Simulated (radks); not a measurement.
Neutral hydrogen inside a hard spherical wall (all orbitals vanish at R), configuration held at 1s1 and not refilled when levels cross. Method: non-relativistic Kohn-Sham, r2SCAN, spin-polarised, spherical densities, point nucleus; open shells are filled with parallel spins first; meta-GGA in the generalised Kohn-Sham scheme; computed with a radial shooting solver on a logarithmic mesh with Libxc functionals. Eigenvalues in eV for spin up, with the zero of energy where the potential of the charges vanishes at infinity; a dash marks a level that is unbound or too diffuse for the functional's potential to be trusted. A positive occupied level is held by the wall or, in an anion where self-interaction has pushed it up, behind a barrier. The pressure on the wall is -dE/dV.

R (bohr),E (hartree),kinetic (hartree),e(1s),"e(2s, empty)","e(2p, empty)",pressure (GPa)
free,-0.50017,0.500,-8.026,-,-,0
15,-0.50017,0.500,-8.026,-,-,< 0.0001
10,-0.50017,0.500,-8.025,2.190,2.218,< 0.0001
7,-0.49996,0.502,-8.001,4.399,3.456,0.0154
6,-0.49922,0.508,-7.935,6.405,4.517,0.0923
5,-0.49600,0.527,-7.709,10.322,6.543,0.573
4,-0.48224,0.587,-6.961,18.684,10.807,3.82
3,-0.42234,0.772,-4.402,39.106,21.160,30.3
2.5,-0.33318,0.987,-1.087,61.085,32.301,97.9
